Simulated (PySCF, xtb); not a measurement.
tin monoxide (OSn), SMILES [O]=[Sn] (connectivity only; charge and spin as stated), neutral, multiplicity 1.

GFN2-xTB (xtb) at its own geometry gives an orbital gap of 4.00 eV and a dipole moment of 6.56 D.

The structure is a stationary point at PBE0-D3(BJ)/def2-TZVP. The def2 effective core potentials stand for the cores of Sn; spin–orbit coupling is left out.

Task: What does HF/def2-TZVPD run with PySCF give? (An estimate is asked for; the answer gives what the named calculation found.)

Result: gap 10.59 eV (levels -10.46 and 0.14 eV), dipole 5.30 D.
